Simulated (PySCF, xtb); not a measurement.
disilanylformaldehyde (CH6OSi2), SMILES [SiH3][SiH2]C=O.

Coordinates come from a B3LYP-D3(BJ)/def2-SVP optimisation. The values are those of a single conformer.

Calculation: C-PCM-M06-2X/def2-SVP in PySCF.

The values are the electrostatic part of the solvation free energy, E(continuum) − E(gas) at the gas-phase geometry, in a cavity of scaled van der Waals radii (PySCF's table); cavitation and dispersion terms are not included. In vacuum the orbital gap is 7.85 eV. The dipole moment in vacuum is 2.14 D.

### Question
Estimate the values in water (ε = 78.36), methanol (ε = 32.61), toluene (ε = 2.37). (Estimate from the structure and the level; the computed values follow.)

### Answer

```tsv
solvent	ε	ΔG(elec) (kcal/mol)	dipole (D)	gap (eV)
water	78.36	-3.3	2.81	7.91
methanol	32.61	-3.2	2.79	7.91
toluene	2.37	-1.8	2.48	7.88
```

For comparison, GFN2-xTB/ALPB(water) (xtb, at the GFN2-xTB geometry, all terms of that model) gives -1.5 kcal/mol.
